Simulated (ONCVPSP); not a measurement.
Before and after: ONCV potential for Gd (Z = 64)

```json
{
 "Element": "Gd",
 "Generator": "ONCVPSP 4.0.1",
 "Type": "optimised norm-conserving Vanderbilt (ONCV)",
 "Functional": "PBEsol",
 "Relativity": "scalar-relativistic",
 "Frozen core": "[Kr] 4d10",
 "Valence charge": "18",
 "Reference configuration": "4f7 5s2 5p6 5d1.5 6s1.5",
 "Partial waves": "5s+6s: rc 2.00 bohr, ncon 3, nbas 7, qcut 6.1 1/bohr, 2 projectors; 5p: rc 2.45 bohr, ncon 4, nbas 9, qcut 6 1/bohr, 1 projector; 5d: rc 2.65 bohr, ncon 4, nbas 8, qcut 4.1 1/bohr, 2 projectors, debl 3.5 Ha; 4f: rc 0.90 bohr, ncon 5, nbas 8, qcut 19.2 1/bohr, 2 projectors, debl 3.6 Ha",
 "Local potential": "polynomial inside 0.70 bohr (lpopt 3, dvloc0 6 Ha)",
 "Core correction": "Teter function, fcfact 4.25, rcfact 1.5"
}
```

Change: d: qcut 2.6.

Cutoffs: the cutoffs (Ha) at which the residual kinetic energy of the hardest occupied pseudo-wave falls to 1 and 0.1 mHa per electron; they do not see the model core or the augmentation charge, which bear on the density cutoff. Errors are all-electron minus pseudo energies relative to the spin-unpolarised reference configuration.

How do hardness, ghosts and transferability respond?

The potential gets neither clearly harder nor softer (163 Ha and 182 Ha → 163 Ha and 182 Ha); both files keep a bound ghost (p, s); the lowest positive-energy flag moves from none to d at 39.8 eV; of the 4 tests that both files solve, the error grows in 1 and shrinks in 1 by more than 15 % and 0.3 meV (median size 2.4 → 3.7 meV); the range in which the d phases agree narrows (upper end at the end of the scan → 1.4).

```csv
quantity,base,changed
"cutoff, loose",163 Ha,163 Ha
"cutoff, tight",182 Ha,182 Ha
loose cutoff by channel,"s 13 Ha, p 7.0 Ha, d 7.1 Ha, f 163 Ha","s 13 Ha, p 7.0 Ha, d 29 Ha, f 163 Ha"
bound ghosts,"s, p","s, p"
GHOST(+) flags under 300 eV,none,d at 39.8 eV
"error for 4f7 5s2 5p6 5d1 6s2, meV [ΔE -0.84 eV]",+0.5,+2.9
"error for 4f7 5s2 5p6 5d1 6s1, meV [ΔE 5.83 eV]",-0.8,0.0
"error for 4f7 5s2 5p6 5d1 6s0, meV [ΔE 17.88 eV]",-4.0,-4.4
"error for 4f6 5s2 5p6 5d1 6s2, meV [ΔE 15.43 eV]",-79,-83
s: phases at 2.03 bohr within 0.05 rad from the reference energy up to (Ha; the scan ends near 5),to the end of the scan,to the end of the scan
p: phases at 2.48 bohr within 0.05 rad from the reference energy up to (Ha; the scan ends near 5),0.4,0.4
d: phases at 2.69 bohr within 0.05 rad from the reference energy up to (Ha; the scan ends near 5),to the end of the scan,1.4
f: phases at 0.92 bohr within 0.05 rad from the reference energy up to (Ha; the scan ends near 5),to the end of the scan,to the end of the scan
"rms error of d²Exc/dni dnj with the model core, mHa",2.92,3.00
```

 A true bound ghost makes a file unfit for plane-wave use even where its test errors are small: the radial tests pick states by their node count and pass the ghost by.
